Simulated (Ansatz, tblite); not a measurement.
Cost and result up the ladder for [Cu(NH3)3]+ (CuN3H9⁺) (13 atoms). Charge 1, multiplicity 1. Geometry: PBE-D4/def2-SVP.

```xyz
13

Cu   -0.0018    0.0052    0.0020
N    -0.2034   -1.9681    0.4842
H    -0.0904   -2.1807    1.4867
H     0.4815   -2.5705    0.0021
H    -1.1257   -2.3536    0.2291
N    -0.2654    0.6035   -1.9309
H     0.5855    1.0183   -2.3411
H    -0.9926    1.3280   -2.0330
H    -0.5397   -0.1476   -2.5817
N     0.4664    1.3655    1.4473
H     0.5218    2.3413    1.1191
H     1.3777    1.1789    1.8934
H    -0.2138    1.3798    2.2227
```

Ansatz on 4 threads of Arm Neoverse V1 on a shared host; xTB runs through tblite on one thread. Times are rough, summed over both states, and most runs start from the orbitals of an earlier one. PBE0-D4/def2-TZVP serves as the yardstick here, not as an exact answer. The other state is a doublet.

The xTB rows come from tblite.

Raw xTB energies of ions are shifted by several eV.

```csv
level,functions,vertical IE (eV),difference from PBE0-D4/def2-TZVP (eV)
GFN1-xTB,39,17.97,5.47
PBE0-D4/def2-TZVP (with forces),192,12.50,0.00
GFN2-xTB,30,17.65,5.15
r2SCAN-D4/def2-TZVP,192,12.50,0.00
PBE-D4/def2-TZVP,192,12.69,0.18
```

(1) Estimate how long each takes.

Results:

(1) GFN2-xTB 0.01 s; GFN1-xTB 0.012 s; PBE-D4/def2-TZVP 9.2 s; PBE0-D4/def2-TZVP (with forces) 17 s; r2SCAN-D4/def2-TZVP 19 s. On shared hardware such times vary by a factor of up to 3.
